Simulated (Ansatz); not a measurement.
```yaml
crystal:
  periodic: [false, false, false]
  atoms:
    - {symbol: Si, position_ang: [-0.652437, 0.049964, -0.461512]}
    - {symbol: C, position_ang: [-0.585703, -0.014577, 1.588206]}
    - {symbol: C, position_ang: [0.306119, -1.128131, 2.101670]}
    - {symbol: C, position_ang: [-2.079851, -0.326910, 1.810243]}
    - {symbol: C, position_ang: [-0.202973, 1.366117, 2.098936]}
    - {symbol: H, position_ang: [0.131254, -1.248565, 3.195435]}
    - {symbol: H, position_ang: [0.083112, -2.109801, 1.638314]}
    - {symbol: H, position_ang: [1.383527, -0.902388, 1.984005]}
    - {symbol: H, position_ang: [-2.360605, -1.354101, 1.512492]}
    - {symbol: H, position_ang: [-2.770067, 0.398407, 1.336060]}
    - {symbol: H, position_ang: [-2.252225, -0.244794, 2.909311]}
    - {symbol: H, position_ang: [-0.877533, 2.164203, 1.734762]}
    - {symbol: H, position_ang: [0.842004, 1.641883, 1.863904]}
    - {symbol: H, position_ang: [-0.278773, 1.358671, 3.210844]}
    - {symbol: C, position_ang: [1.301122, -0.040307, -1.082160]}
    - {symbol: C, position_ang: [1.766450, -1.485655, -0.992564]}
    - {symbol: C, position_ang: [2.188639, 0.937804, -0.337415]}
    - {symbol: C, position_ang: [1.051398, 0.404504, -2.537897]}
    - {symbol: H, position_ang: [2.786279, -1.550630, -1.437393]}
    - {symbol: H, position_ang: [1.861385, -1.847651, 0.048196]}
    - {symbol: H, position_ang: [1.121781, -2.183462, -1.560088]}
    - {symbol: H, position_ang: [2.408306, 0.613655, 0.698101]}
    - {symbol: H, position_ang: [1.779863, 1.967739, -0.321660]}
    - {symbol: H, position_ang: [3.170949, 0.996242, -0.859966]}
    - {symbol: H, position_ang: [0.783159, 1.473357, -2.628501]}
    - {symbol: H, position_ang: [0.306671, -0.211935, -3.078909]}
    - {symbol: H, position_ang: [2.019072, 0.262147, -3.074313]}
    - {symbol: C, position_ang: [-1.440279, 1.667358, -0.992110]}
    - {symbol: H, position_ang: [-1.686753, 1.637513, -2.072468]}
    - {symbol: H, position_ang: [-0.793335, 2.546817, -0.804327]}
    - {symbol: H, position_ang: [-2.396414, 1.830234, -0.454294]}
    - {symbol: C, position_ang: [-1.573875, -1.436326, -1.139814]}
    - {symbol: H, position_ang: [-2.666302, -1.303895, -1.006108]}
    - {symbol: H, position_ang: [-1.274754, -2.388384, -0.658815]}
    - {symbol: H, position_ang: [-1.399192, -1.539100, -2.230172]}
basis:
  gaussian: {orbitals: def2-TZVP, initial_orbitals: start.molden}
total_charge: 1
magnetization: {spin_polarized: true, initial_magnetization: 1}
hamiltonian: {xc: pbe0, dispersion: d4}
scf: {omitted_lower_state_checks: [starts]}
output: {orbitals: {seedname: orbitals}}
```

The file start.molden holds the orbitals of an earlier run on this structure, at another level or in another basis.

```sh
$ ansatz run in.yaml --threads 4 --pin off --events-out ev --progress --plain --max-ram 6963MiB
```

Problem. Does this run fit into the memory that it is given?

Solution. No. It has 491 basis functions, and Ansatz plans for 8 GiB where 7 GiB are given.
